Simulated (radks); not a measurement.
Species: Pm XLV. Configuration: [Ne] 3s2 3p5. Calculated with a radial shooting solver on a logarithmic mesh with Libxc functionals: scalar-relativistic Kohn-Sham, BLYP, spin-polarised, spherical densities, finite nucleus; open shells are filled with parallel spins first (spin-orbit coupling, left out, can overturn this in heavy ions); Fermi nuclear charge, rms radius 4.962 fm.

Normalised radial functions P(r) = r R(r), r in bohr:

r         2s down  3p down
0.001267   0.5191   0.0078
0.001759   0.6739   0.0137
0.002442   0.8633   0.0242
0.003362   1.0795   0.0419
0.004668   1.3216   0.0731
0.006479   1.5549   0.1266
0.008995   1.7216   0.2155
0.01239    1.7299   0.3532
0.0172     1.4544   0.5635
0.02387    0.7639   0.8469
0.03287   -0.3495   1.1557
0.04563   -1.7655   1.3819
0.06335   -2.9758   1.2842
0.08794   -3.3512   0.6050
0.1211    -2.6652  -0.6212
0.1681    -1.4003  -1.8990
0.2334    -0.4338  -2.2845
0.3214    -0.0701  -1.5523
0.4461    -0.0042  -0.5506
0.6193    -0.0001  -0.0861

2s down: eigenvalue -9994.8 eV, 1 radial node at r = 0.0301 bohr, <r> = 0.0979 bohr, 90 % of the charge inside 0.151 bohr. 3p down: eigenvalue -3614.6 eV, 1 radial node at r = 0.104 bohr, <r> = 0.233 bohr, 90 % of the charge inside 0.346 bohr.
